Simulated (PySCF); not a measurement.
## Which basis set comes closest?

Molecule: `N#Cc1ccco1`, C₅H₃NO.

Mapped SMILES: `[N:1]#[C:2][c:3]1[cH:4][cH:5][cH:6][o:7]1`; H(Xn) means a hydrogen on atom n.

Geometry PBE0-D3(BJ)/def2-SVP throughout; GIAO in PySCF, gas phase, one conformer, non-relativistic; equivalent atoms averaged; functional PBE0.

Reference values (estimated from measurements, as parent shift plus tabulated substituent increments; solution, not stated per compound (mostly CDCl3 or CCl4); Pretsch, Buehlmann, Badertscher, Structure Determination of Organic Compounds, 4th ed. (2009)): δ(H(C4)) = 6.86 ppm, δ(H(C5)) = 6.36 ppm, δ(H(C6)) = 7.38 ppm. Computed shifts are taken against TMS, calculated as an isolated molecule at each level.

**Question.** How do the basis sets STO-3G, pcSseg-0, 6-31G, 6-31G*, cc-pVDZ, def2-SVP, pcSseg-1, aug-cc-pVDZ, 6-311+G(2d,p), def2-TZVP, cc-pVTZ, IGLO-III, pcSseg-2 perform against the reference? Times are CPU seconds on shared hosts with different chips, so compare them loosely.

**Answer.** 
```tsv
basis set	functions	H(C4)	H(C5)	H(C6)	mean abs. error H	core-s
STO-3G	38	6.61	6.13	7.08	0.26	2.5
pcSseg-0	69	7.01	6.55	7.53	0.16	4.7
6-31G	69	7.09	6.60	7.59	0.23	4.6
6-31G*	104	6.80	6.28	7.27	0.08	6.9
cc-pVDZ	113	6.97	6.44	7.32	0.08	12
def2-SVP	113	6.92	6.39	7.09	0.13	10
pcSseg-1	134	7.17	6.66	7.48	0.24	9.6
aug-cc-pVDZ	188	7.20	6.65	7.71	0.32	26
6-311+G(2d,p)	207	7.16	6.62	7.58	0.25	17
def2-TZVP	235	7.17	6.65	7.56	0.26	36
cc-pVTZ	252	7.16	6.63	7.52	0.24	39
IGLO-III	275	7.16	6.62	7.59	0.26	46
pcSseg-2	294	7.23	6.69	7.58	0.30	41
```

For ¹H the closest is cc-pVDZ (0.08 ppm, with 6-31G* practically level) and the furthest aug-cc-pVDZ (0.32 ppm). Where a smaller basis beats a larger one, errors probably cancel; the largest sets show where the functional converges. One molecule is a small sample, and vibrational and solvent effects are absent from the calculation.

A small basis that lands close on one nucleus may do so by chance; judge by the trend and by all nuclei.
